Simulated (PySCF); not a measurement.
# Nuclear quadrupole coupling in `CC[P@](=O)(CO)C(C)C`

Species: C6H15O2P.
Geometry (GFN2-xTB, Å), atoms numbered from 1 in this order:
```xyz
24
C6H15O2P angstrom
C     -1.885   -1.636    0.200
C     -1.533   -0.391    0.997
P     -0.223    0.689    0.286
O      0.137    1.783    1.203
C     -0.988    1.405   -1.253
O     -2.018    2.249   -0.819
C      1.216   -0.372   -0.218
C      1.752   -1.032    1.045
C      2.262    0.536   -0.850
H     -1.036   -2.311    0.126
H     -2.204   -1.372   -0.805
H     -2.701   -2.168    0.684
H     -2.403    0.266    1.093
H     -1.202   -0.639    2.009
H     -0.227    1.962   -1.818
H     -1.432    0.650   -1.902
H     -1.651    2.808   -0.118
H      0.888   -1.126   -0.936
H      2.673   -1.576    0.836
H      1.030   -1.730    1.465
H      1.963   -0.266    1.790
H      3.186   -0.011   -1.029
H      2.473    1.366   -0.178
H      1.911    0.937   -1.799
```

Field gradients from the PBE0/pcSseg-1 density (PySCF, non-relativistic), principal values in atomic units, ordered |Vxx| ≤ |Vyy| ≤ |Vzz|:

```csv
atom,Vxx,Vyy,Vzz
O4,-0.3004,-0.5090,0.8094
O6,0.0828,1.8619,-1.9447
```

Question: Find the asymmetry η = (Vxx − Vyy)/Vzz and the couplings χ = eQV/h (234.96 MHz × Q in barn × V in au), with Q(17O) = −0.0256 b.

Answer: 
| atom | environment | nucleus | η | χzz (MHz) | χxx (MHz) | χyy (MHz) |
| --- | --- | --- | --- | --- | --- | --- |
| O4 | phosphoryl oxygen | 17O | 0.26 | -4.868 | 1.807 | 3.062 |
| O6 | alcohol oxygen | 17O | 0.91 | 11.70 | -0.50 | -11.20 |

At O6 η is above 0.9: Vyy and Vzz are nearly equal in size and opposite in sign, so a small change could swap them and flip the sign of χzz. The tensor is traceless: Vxx + Vyy + Vzz = 0.

Question: What is Vzz at O4 in SI units (1 au = 9.71736 × 10²¹ V/m²)?

Answer: 0.8094 au = 7.865 × 10²¹ V/m².

Were the hydrogens deuterons (Q(2H) = 0.00286 b), χzz would run from 192 kHz (H15) to 291 kHz (H17).

Geometry: GFN2-xTB, one conformer, isolated molecule. GFN2-xTB bond lengths can be off by several hundredths of an ångström, more for odd bonds, and the gradients follow them. The small basis limits the accuracy of the gradients.

These values come from a run that also computed NMR shieldings. Hardware: one thread, Intel Xeon 6975P-C (x86_64), shared host. Cost: 55 s of wall time, 1.1 GiB resident at most.
